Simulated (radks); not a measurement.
Species: Tc. Configuration: [Kr] 4d5 5s2 (the NIST ground configuration).

All-electron calculation, scalar-relativistic Kohn-Sham, r2SCAN, spin-polarised, spherical densities, finite nucleus; open shells are filled with parallel spins first (spin-orbit coupling, left out, can overturn this in heavy ions); meta-GGA in the generalised Kohn-Sham scheme; Fermi nuclear charge, rms radius 4.4112 fm; hard spherical wall at 12 bohr. Program: a radial shooting solver on a logarithmic mesh with Libxc functionals.

Energy parts (hartree):
total: -4286.32766
kinetic: 4426.04222
electron-nucleus: -10329.99149
Hartree: 1746.51309
exchange-correlation: -128.89149

Orbitals (lengths in bohr, moments of r in powers of bohr; <r^-3> diverges for s and p1/2):
orbital,occ.,eigenvalue (hartree),<r^-3>
1s down,1,-768.5267,-
1s up,1,-768.5256,-
2s up,1,-110.1092,-
2s down,1,-110.0762,-
2p up,3,-98.44546,2769
2p down,3,-98.42161,2770
3s up,1,-19.36946,-
3s down,1,-19.35957,-
3p up,3,-15.50734,469.9
3p down,3,-15.49403,469.1
3d up,5,-9.27956,62.58
3d down,5,-9.25316,62.50
4s up,1,-2.82564,-
4s down,1,-2.67761,-
4p up,3,-1.77476,67.56
4p down,3,-1.61040,70.23
4d up,5,-0.30890,4.895
5s up,1,-0.21304,-
5s down,1,-0.15941,-
4d down,0,-0.13961,4.541
5p up,0,-0.05076,4.379
5p down,0,-0.03989,2.445
6s up,0,0.04528,-
6s down,0,0.06889,-
4f up,0,0.13439,0.003032
4f down,0,0.17447,0.004855

The highest occupied level is 5s down at -4.338 eV. The pressure on the wall is 0.00127 GPa. Spin moment in Bohr magnetons: 5.
